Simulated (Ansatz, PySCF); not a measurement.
Reaction (SMILES): OB(O)F [fluoroboronic acid] -> O[B]O + F atom (the B-F bond at the site shown breaks; other sites are not compared here)
Structures are relaxed separately at B3LYP-D3(BJ)/def2-TZVP in Ansatz (an electronic-structure program), one conformer each, not searched for the lowest. Frequencies are from Ansatz or PySCF.
Geometry of the first species:
```xyz
6

B     -0.0174     0.0136     0.0008
F      0.3228     1.3060     0.0664
O     -1.3369    -0.2935    -0.0072
O      0.9426    -0.9533    -0.0556
H     -1.5039    -1.2399    -0.0557
H      1.8407    -0.6079    -0.0430
```
Charge 0, spin multiplicity 1.

Property: bond dissociation energy (enthalpy at 298 K, with B3LYP-D3(BJ) rigid-rotor harmonic-oscillator terms), in kcal/mol. Cores are frozen in the correlated levels unless marked. UHF or UKS for open shells. No spin-orbit coupling. Non-relativistic. CBS(X,Y): correlation extrapolated as X^-3; Hartree-Fock from the larger set. The bracket is a focal-point correction in the basis named.

Level to compare with: RI-MP2/CBS(aug-cc-pVTZ,aug-cc-pVQZ)+[CCSD(T)-MP2]/aug-cc-pVTZ (Ansatz), 175.1 kcal/mol. It is a level with limits of its own, and the differences hold the functionals' basis error too.

Task: Rank these functionals by how close they come to RI-MP2/CBS(aug-cc-pVTZ,aug-cc-pVQZ)+[CCSD(T)-MP2]/aug-cc-pVTZ, closest first: BLYP/def2-TZVPD (Ansatz); BHLYP/def2-TZVPD (Ansatz); wB97X/def2-TZVPD (Ansatz).

Result: wB97X/def2-TZVPD (range-separated hybrid, 172.6 kcal/mol, difference -2.5), BLYP/def2-TZVPD (GGA, 167.3 kcal/mol, difference -7.8), BHLYP/def2-TZVPD (global hybrid, 164.3 kcal/mol, difference -10.8)
